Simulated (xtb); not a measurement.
xtb input (GFN2-xTB):

```bash
xtb mol.xyz --gfn 2 --sp --chrg -1 --uhf 0
```
mol.xyz:
```
4

Si     0.10725614    -0.16236848     0.52794214
F     -0.37054100     1.41778715     0.20037954
F      1.30399675    -0.24843199    -0.65226300
F     -1.10029864    -0.91678197    -0.36935988
```

Output:

```
           -------------------------------------------------
          |                Calculation Setup                |
           -------------------------------------------------

           -------------------------------------------------
          |                 G F N 2 - x T B                 |
           -------------------------------------------------

        Reference                      10.1021/acs.jctc.8b01176
      * Hamiltonian:
        H0-scaling (s, p, d)           1.850000    2.230000    2.230000
        zeta-weighting                 0.500000
      * Dispersion:
        s8                             2.700000
        a1                             0.520000
        a2                             5.000000
        s9                             5.000000
      * Repulsion:
        kExp                           1.500000    1.000000
        rExp                           1.000000
      * Coulomb:
        alpha                          2.000000
        third order                    shell-resolved
        anisotropic                    true
        a3                             3.000000
        a5                             4.000000
        cn-shift                       1.200000
        cn-exp                         4.000000
        max-rad                        5.000000

          ...................................................
          :                      SETUP                      :
          :.................................................:
          :  # basis functions                  22          :
          :  # atomic orbitals                  21          :
          :  # shells                            9          :
          :  # electrons                        26          :
          :  max. iterations                   250          :
          :  Hamiltonian                  GFN2-xTB          :
          :  restarted?                      false          :
          :  GBSA solvation                  false          :
          :  PC potential                    false          :
          :  electronic temp.          300.0000000     K    :
          :  accuracy                    1.0000000          :
          :  -> integral cutoff          0.2500000E+02      :
          :  -> integral neglect         0.1000000E-07      :
          :  -> SCF convergence          0.1000000E-05 Eh   :
          :  -> wf. convergence          0.1000000E-03 e    :
          :  Broyden damping             0.4000000          :
          :  net charge                         -1          :
          :  unpaired electrons                  0          :
          ...................................................

 iter      E             dE          RMSdq      gap      omega  full diag
   1    -16.2785993 -0.162786E+02  0.141E+01    4.62       0.0  T
   2    -16.2815454 -0.294613E-02  0.949E+00    4.79       1.0  T
   3    -16.2813711  0.174381E-03  0.156E+00    4.97       1.0  T
   4    -16.2824491 -0.107804E-02  0.568E-01    4.97       1.0  T
   5    -16.2825074 -0.582738E-04  0.726E-02    4.98       1.0  T
   6    -16.2825099 -0.252115E-05  0.359E-02    4.98       1.4  T
   7    -16.2825101 -0.240182E-06  0.593E-03    4.98       8.4  T
   8    -16.2825102 -0.298693E-07  0.274E-03    4.98      18.2  T
   9    -16.2825102 -0.827611E-08  0.514E-05    4.98     973.2  T
  10    -16.2825102  0.426326E-13  0.365E-05    4.98    1369.2  T

   *** convergence criteria satisfied after 10 iterations ***

         #    Occupation            Energy/Eh            Energy/eV
      -------------------------------------------------------------
         1        2.0000           -0.5900570             -16.0563
       ...           ...                  ...                  ...
         7        2.0000           -0.2510023              -6.8301
         8        2.0000           -0.2428771              -6.6090
         9        2.0000           -0.2428771              -6.6090
        10        2.0000           -0.2350122              -6.3950
        11        2.0000           -0.2335468              -6.3551
        12        2.0000           -0.2335468              -6.3551
        13        2.0000           -0.0923059              -2.5118 (HOMO)
        14                          0.0907827               2.4703 (LUMO)
        15                          0.0907827               2.4703
        16                          0.2748935               7.4802
        17                          0.3120675               8.4918
        18                          0.3120675               8.4918
       ...                                ...                  ...
        21                          1.0135643              27.5805
      -------------------------------------------------------------
                  HL-Gap            0.1830886 Eh            4.9821 eV
             Fermi-level           -0.0007616 Eh           -0.0207 eV

 SCC (total)                   0 d,  0 h,  0 min,  0.003 sec
 SCC setup                      ...        0 min,  0.000 sec (  3.076%)
 Dispersion                     ...        0 min,  0.000 sec (  1.029%)
 classical contributions        ...        0 min,  0.000 sec (  0.608%)
 integral evaluation            ...        0 min,  0.001 sec ( 20.714%)
 iterations                     ...        0 min,  0.002 sec ( 51.516%)
 molecular gradient             ...        0 min,  0.001 sec ( 18.444%)
 printout                       ...        0 min,  0.000 sec (  4.238%)

         :::::::::::::::::::::::::::::::::::::::::::::::::::::
         ::                     SUMMARY                     ::
         :::::::::::::::::::::::::::::::::::::::::::::::::::::
         :: total energy             -16.264869201712 Eh    ::
         :: gradient norm              0.017941146218 Eh/a0 ::
         :: HOMO-LUMO gap              4.982094630372 eV    ::
         ::.................................................::
         :: SCC energy               -16.282510129760 Eh    ::
         :: -> isotropic ES            0.203409396097 Eh    ::
         :: -> anisotropic ES         -0.015274369482 Eh    ::
         :: -> anisotropic XC         -0.009867442064 Eh    ::
         :: -> dispersion             -0.001731277130 Eh    ::
         :: repulsion energy           0.017640928048 Eh    ::
         :: add. restraining           0.000000000000 Eh    ::
         :: total charge              -1.000000000000 e     ::
         :::::::::::::::::::::::::::::::::::::::::::::::::::::

           -------------------------------------------------
          |                Property Printout                |
           -------------------------------------------------

    * Orbital Energies and Occupations

         #    Occupation            Energy/Eh            Energy/eV
      -------------------------------------------------------------
         1        2.0000           -0.5900570             -16.0563
         2        2.0000           -0.5277629             -14.3612
         3        2.0000           -0.5277629             -14.3612
         4        2.0000           -0.3373017              -9.1784
         5        2.0000           -0.2582722              -7.0279
         6        2.0000           -0.2582722              -7.0279
         7        2.0000           -0.2510023              -6.8301
         8        2.0000           -0.2428771              -6.6090
         9        2.0000           -0.2428771              -6.6090
        10        2.0000           -0.2350122              -6.3950
        11        2.0000           -0.2335468              -6.3551
        12        2.0000           -0.2335468              -6.3551
        13        2.0000           -0.0923059              -2.5118 (HOMO)
        14                          0.0907827               2.4703 (LUMO)
Note: The following floating-point exceptions are signalling: IEEE_DENORMAL
normal termination of xtb
        15                          0.0907827               2.4703
        16                          0.2748935               7.4802
        17                          0.3120675               8.4918
        18                          0.3120675               8.4918
        19                          0.5159816              14.0406
        20                          1.0135643              27.5805
        21                          1.0135643              27.5805
      -------------------------------------------------------------
                  HL-Gap            0.1830886 Eh            4.9821 eV
             Fermi-level           -0.0007616 Eh           -0.0207 eV

     #   Z          covCN         q      C6AA      α(0)
     1  14 Si       2.109     0.356   185.683    29.035
     2   9 F        0.703    -0.452    14.209     4.451
     3   9 F        0.703    -0.452    14.209     4.451
     4   9 F        0.703    -0.452    14.209     4.451

 Mol. C6AA /au·bohr⁶  :        576.912533
 Mol. C8AA /au·bohr⁸  :      24682.546183
 Mol. α(0) /au        :         42.387944

Wiberg/Mayer (AO) data.
largest (>0.10) Wiberg bond orders for each atom

 ---------------------------------------------------------------------------
     #   Z sym  total        # sym  WBO       # sym  WBO       # sym  WBO
 ---------------------------------------------------------------------------
     1  14 Si   2.619 --     4 F    0.873     2 F    0.873     3 F    0.873
     2   9 F    0.922 --     1 Si   0.873
     3   9 F    0.922 --     1 Si   0.873
     4   9 F    0.922 --     1 Si   0.873
 ---------------------------------------------------------------------------

Topologies differ in total number of bonds
Writing topology from bond orders to xtbtopo.mol

molecular dipole:
                 x           y           z       tot (Debye)
 q only:        0.215      -0.325       1.057
   full:        0.002      -0.003       0.009       0.025
molecular quadrupole (traceless):
                xx          xy          yy          xz          yz          zz
 q only:       -2.264      -0.419      -1.906       1.363      -2.064       4.170
  q+dip:       -1.382      -0.256      -1.163       0.832      -1.260       2.545
   full:       -0.265      -0.049      -0.224       0.160      -0.242       0.489

           -------------------------------------------------
          | TOTAL ENERGY              -16.264869201712 Eh   |
          | GRADIENT NORM               0.017941146218 Eh/α |
          | HOMO-LUMO GAP               4.982094630372 eV   |
           -------------------------------------------------

------------------------------------------------------------------------
------------------------------------------------------------------------
 total:
 SCF:
```

It need not be the lowest isomer of its formula. Whether it binds its extra electron was not tested at this geometry.
